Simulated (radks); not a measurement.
Ionisation of neutral tin, [Kr] 4d10 5s2 5p2, to [Kr] 4d10 5s2 5p1 as the strength of local exchange is varied. All-electron calculation, Dirac Kohn-Sham, Slater X-alpha exchange (alpha = 2/3 is LDA exchange), no correlation, spin-unpolarised, spherical densities, finite nucleus; open shells are shared between the two j in proportion to 2j + 1; Fermi nuclear charge, rms radius 4.6519 fm. Program: a radial shooting solver on a logarithmic mesh with Libxc functionals.

| alpha | E(Sn) (hartree) | exchange (hartree) | IE (eV) | -e of the level emptied (eV) | <r> of it (bohr) |
|---|---|---|---|---|---|
| 0.554 | -6142.59823 | -128.24437 | 5.345 | 2.201 (5p3/2) | 3.561 |
| 0.595 | -6152.09648 | -137.94569 | 5.612 | 2.414 (5p3/2) | 3.493 |
| 0.667 | -6168.81140 | -155.05191 | 6.097 | 2.807 (5p3/2) | 3.383 |
| 0.709 | -6178.58238 | -165.07155 | 6.389 | 3.047 (5p3/2) | 3.324 |
| 0.712 | -6179.28089 | -165.78840 | 6.410 | 3.064 (5p3/2) | 3.320 |
| 0.894 | -6221.80173 | -209.56470 | 7.751 | 4.199 (5p3/2) | 3.097 |
| 1.027 | -6253.05442 | -241.91244 | 8.805 | 5.117 (5p3/2) | 2.961 |

NIST Atomic Spectra Database: 7.344 eV (measured). The Delta-SCF value meets it near alpha = 0.84. Spin polarisation and multiplet splitting are left out, so open shells lie too high by an amount that depends on their filling. Sharing an open shell by 2j + 1 raises it above the true ground level by a part of the spin-orbit splitting, which enters the differences from NIST.

Beside tabulated values, note that spin-unpolarised runs miss the spin-polarisation part of the exchange energy of open shells.
